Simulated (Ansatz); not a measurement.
`BS[SiH2]C` + `[SnH4]` → `C[SiH2][SnH3]` + `BS`  (formal exchange of groups at the Si–S bond)

Calculated with Ansatz (gas phase, PBE0-D4/def2-TZVP geometries, no zero-point term in ΔE). CCSD(T)/CBS adds triple-zeta CCSD(T) − MP2 to the extrapolated MP2 energy (def2 sets, frozen cores). This one scheme is used for every species. Elements past krypton have def2 core potentials. For Sn outer-core shells are correlated without core-valence functions, which leaves a few kJ/mol of doubt a bond. One conformer a species, not always the lowest.

```tsv
level	ΔE (eV)
HF/CBS(def2)	0.36
CCSD/CBS(def2)	0.25
```

Question: What does CCSD(T)/CBS give? (Estimate.)

Answer: The calculation gave: +0.26 eV. The listed levels differ from it by 0.10, -0.01 eV.

Largest T1 diagnostic among the species: 0.015.

Leaving LDA and LC-ωPBE aside and taking each functional with its dispersion term where it has one, the values, not all of them listed here, spread over 0.17 eV, from PBE-D4 to B97M-V. From PBE to PBE0 (25 % exact exchange), in def2-TZVPP and without D4, ΔE moves by +0.04 eV. At CCSD(T), def2-SVP lies −0.03 eV from the extrapolated value and def2-TZVPP +0.04 eV.
